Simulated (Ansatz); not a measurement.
The cluster Na3Cl2, relaxed as a doublet with UKS PBE0-D4/def2-SVP in Ansatz, starting from the GFN1-xTB geometry. Force threshold 0.02 eV/Å.

The relaxation made no stability test and no search for a lower SCF solution. Another isomer (doublet) lies 0.15 eV lower at PBE0-D4/def2-TZVP; other spin states weren't run for this one.

Start:

```xyz
5

Na    1.059    0.123   -1.191
Na    0.334    2.088    1.222
Na   -1.126   -0.736    0.866
Cl    1.192   -1.695    0.557
Cl   -1.458    0.219   -1.455
```

```tsv
step	energy (eV)	largest force component (eV/Å)	SCF passes
1	-38270.2353	0.384	12
2	-38270.4129	0.305	19
3	-38270.5724	0.196	19
4	-38270.6489	0.238	20
5	-38270.7036	0.139	20
6 (rejected)	-38270.6514	0.476	20
7	-38270.7174	0.078	22
8	-38270.7269	0.079	21
9	-38270.7492	0.151	22
10	-38270.7823	0.241	19
11	-38270.8066	0.074	22
12	-38270.8116	0.018	22
13	-38270.8117	0.018	22
14	-38270.8118	0.026	23
15	-38270.8122	0.008	20
```

Force components are those of the run's own axes.

End:

```xyz
5

Na    1.0365   -0.2892   -1.6046
Na    0.3702    1.6177    0.9800
Na   -1.3468   -1.2713    0.6017
Cl    1.2086   -0.8883    0.9667
Cl   -1.2686    0.8311   -0.9439
```

Bonds formed: Na2–Cl4, Na2–Cl5 (atoms count from 1).

The force fell under the threshold at step 12, but the optimiser went on. No frequencies were taken in this run, so the end may be a saddle point.

Hardware: 4 threads of Arm Neoverse V2 on a shared host. Wall time 20 s.
